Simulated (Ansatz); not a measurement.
How methods differ on C3H9Sb (trimethylantimony)

The species is C3H9Sb (13 atoms), meant as a singlet with charge 0. SMILES: `C[Sb](C)C`. Geometry: relaxed at PBE0-D4/def2-TZVP.

Each level gives the electronic atomisation energy (eV). The values are calculated. Electronic energies at fixed atoms, without zero-point motion or spin-orbit coupling.

```
                              level                    kind  program  value (eV)  less CCSD(T)/def2-SVP  CPU time (all runs)
       HF/def2-SVP (core potential)            Hartree–Fock   Ansatz       35.16                  -9.64                4.3 s
      PBE/def2-SVP (core potential)                     GGA   Ansatz       47.71                  +2.91                7.4 s
    BHLYP/def2-SVP (core potential)           global hybrid   Ansatz       46.13                  +1.33                9.7 s
  r2SCAN0/def2-SVP (core potential)         hybrid meta-GGA   Ansatz       46.83                  +2.03                 14 s
CAM-B3LYP/def2-SVP (core potential)  range-separated hybrid   Ansatz       47.27                  +2.47                 10 s
  wB97M-V/def2-SVP (core potential)  range-separated hybrid   Ansatz       47.77                  +2.97                 52 s
   B2PLYP/def2-SVP (core potential)           double hybrid   Ansatz       46.33                  +1.53                 12 s
  CCSD(T)/def2-SVP (core potential)   coupled cluster or CI   Ansatz       44.80                   0.00                 43 s
```

Differences are taken from CCSD(T)/def2-SVP (core potential) for orientation; it has basis-set and higher-order errors of its own. The values span 35.16 to 47.77 eV. In the correlated wave-function rows the outer d shell of Sb is correlated, in sets not made for it. Times are those of the runs behind each value, whatever else they computed, on shared processors of several kinds: orders of magnitude only.
